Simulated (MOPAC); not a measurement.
MOPAC input (MNDO):

```
MNDO 1SCF UHF MS=0.5 GEO-OK AUX(PRECISION=9) THREADS=1
AlF2

Al    0.00000000 1    0.00000000 1    0.00000000 1
F    -0.00000000 1   -0.00000000 1   -1.59181975 1
F     0.00000000 1    0.00000000 1    1.59181975 1
```

From the last part of the output:

```
                                                       MOPAC v23.2.5 Linux

          FINAL HEAT OF FORMATION =       -136.56545 KCAL/MOL =    -571.38985 KJ/MOL

          COSMO AREA              =         84.79 SQUARE ANGSTROMS
          COSMO VOLUME            =         70.22 CUBIC ANGSTROMS

          IONIZATION POTENTIAL    =          6.716874 EV
          ALPHA SOMO LUMO (EV)    =         -6.717  0.815
          BETA  SOMO LUMO (EV)    =        -13.448  1.346
          NO. OF ALPHA ELECTRONS  =          9
          NO. OF BETA  ELECTRONS  =          8
          MOLECULAR WEIGHT        =         64.9783         POINT GROUP:  D*h

          MOLECULAR DIMENSIONS (Angstroms)

            Atom       Atom       Distance
            F     3    F     2     3.18364
            F     3    F     2     0.00000
           Al     1    F     2     0.00000

          SCF CALCULATIONS        =          1

   ATOM   CHEMICAL          X               Y               Z
  NUMBER   SYMBOL      (ANGSTROMS)     (ANGSTROMS)     (ANGSTROMS)

     1      Al          0.00000000  *   0.00000000  *   0.00000000  *
     2       F         -0.00000000  *  -0.00000000  *  -1.59181975  *
     3       F          0.00000000  *   0.00000000  *   1.59181975  *

                             CARTESIAN COORDINATES

   1   Al        0.000000000     0.000000000     0.000000000
   2    F       -0.000000000    -0.000000000    -1.591819750
   3    F        0.000000000     0.000000000     1.591819750

           Empirical Formula: Al F2  =     3 atoms

      MOLECULAR POINT GROUP   :   D*h

          ALPHA EIGENVALUES
 -43.56539 -40.87716 -15.46917 -15.33713 -14.92854 -14.92854 -13.70939 -13.70939
  -6.71687   0.81450   0.81450   6.17084

           BETA EIGENVALUES
 -42.85364 -40.08181 -14.87517 -14.69147 -14.68917 -14.68917 -13.44786 -13.44786
   1.34604   1.34604   1.66315   7.78220

              NET ATOMIC CHARGES AND DIPOLE CONTRIBUTIONS

  ATOM NO.   TYPE          CHARGE      No. of ELECS.   s-Pop       p-Pop
    1         Al           0.887675        2.1123     1.26099     0.85133
    2          F          -0.443838        7.4438     1.86598     5.57786
    3          F          -0.443838        7.4438     1.86598     5.57786
 DIPOLE           X         Y         Z       TOTAL
 POINT-CHG.     0.000     0.000     0.000     0.000
 HYBRID        -0.000    -0.000    -0.000     0.000
 SUM           -0.000    -0.000     0.000     0.000

          ATOMIC ORBITAL ELECTRON POPULATIONS

     Atom    s        px        py        pz
    1 Al   1.26099   0.21215   0.21215   0.42703
    2  F   1.86598   1.89393   1.89393   1.79001
    3  F   1.86598   1.89393   1.89393   1.79001

                    (SZ)    =    0.500000
                    (S**2)  =    0.753840

          ATOMIC ORBITAL SPIN POPULATIONS

    Atom   Total    s     px     py     pz
         Atomic
    1 Al  0.6989  0.739  0.001  0.001 -0.041
    2  F  0.1506  0.033 -0.000 -0.000  0.118
    3  F  0.1506  0.033 -0.000 -0.000  0.118

 **********************
 *                    *
 * JOB ENDED NORMALLY *
 *                    *
 **********************

 == MOPAC DONE ==
```
